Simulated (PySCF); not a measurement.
## Exercise with solution: chemical shift, span and skew from a shielding tensor

CH9ClOSi3, SMILES CO[Si@H]([SiH3])[SiH2]Cl. Atoms are numbered in the order given.

```xyz
15

C     -2.1680    -2.0977     0.1242
O     -1.5061    -1.5495    -0.9925
Si    -0.1649    -0.5483    -0.8863
Si     1.5440    -1.4702     0.4622
Si    -0.7053     1.5470     0.0525
Cl     1.1510     2.3405     0.6313
H     -1.4901    -2.7106     0.7490
H     -2.9820    -2.7471    -0.2327
H     -2.6105    -1.3167     0.7713
H      0.3135    -0.3514    -2.2823
H      1.1963    -1.3271     1.9069
H      1.7075    -2.9236     0.1572
H      2.8314    -0.7682     0.1969
H     -1.5533     1.4241     1.2734
H     -1.3562     2.5153    -0.8741
```

Geometry: B3LYP-D3(BJ)/def2-SVP. The structure was generated by enumeration; whether it is a known compound was not checked. One conformer was computed; it need not be the lowest.

GIAO shieldings from PBE/pcSseg-1 (PySCF), non-relativistic, no solvent. The symmetric part of the tensor of Si5 has the principal values 313.9, 328.6, 452.1 ppm. The same nucleus in TMS has σ = 335.4 ppm at this level (PySCF, at its B3LYP-D3(BJ)/def2-TZVP geometry). Without spin–orbit terms, shifts of atoms bonded to Cl or Br come out too high.

Problem. Work out the isotropic shielding, the ²⁹Si shift against TMS, the span and the skew.

Solution. 
σ(iso) = (σ11 + σ22 + σ33)/3 = 364.9 ppm. δ = σ(ref) − σ(iso) = 335.4 − (364.9) = -29.5 ppm.
Span Ω = σ33 − σ11 = 138.2 ppm. Skew κ = 3(σ(iso) − σ22)/Ω = 0.79. Tumbling in solution averages the tensor to δ; in a static solid the shielding alone would spread this spin-1/2 line over Ω.
